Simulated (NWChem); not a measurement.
System: CH3ClO2Si; SMILES Cl[SiH]1OCO1

```xyz
8

Cl    -0.2665    -1.8929     0.0000
Si     0.5846    -0.0221     0.0000
O     -0.0503     1.0579    -1.1133
C     -0.5318     1.8420     0.0000
O     -0.0503     1.0579     1.1133
H      2.0440    -0.2233     0.0000
H     -0.0770     2.8370     0.0000
H     -1.6249     1.8958     0.0000
```
Atoms are numbered in this order, from 1.

Results from NWChem. Medium grid unless said otherwise, to which SCAN and Minnesota functionals are sensitive. Coordinates come from a B3LYP/6-31G* (spherical d) optimisation. Hybrids' shares of exact exchange are those that their runs print; pure functionals count as 0. The functionals differ in more than this share.

| row | share of exact exchange | highest occupied level (eV) |
|---|---|---|
| PBE/def2-TZVP | 0.00 | -7.05 |
| BLYP/def2-TZVP | 0.00 | -6.97 |
| TPSSh/def2-TZVP | 0.10 | -7.81 |
| B3LYP/def2-TZVP | 0.20 | withheld |
| M06-2X/def2-TZVP | 0.54 | -10.13 |

Fit a straight line of the last column on the one before it, predict the withheld value, and compare with the run.


1. Means of the 4 shown rows: x = 0.160, y = -7.990. Slope Σ(x − x̄)(y − ȳ)/Σ(x − x̄)² = -1.138/0.1992 = -5.711; intercept -7.076.
2. The shown rows scatter about the line by 0.099 (root mean square); the largest residual is -0.16, at TPSSh/def2-TZVP.
3. At x = 0.20 (B3LYP/def2-TZVP; inside the shown range) the line gives -8.22.
4. The run gives -8.37, -0.15 from the line, 1.5 times the scatter.
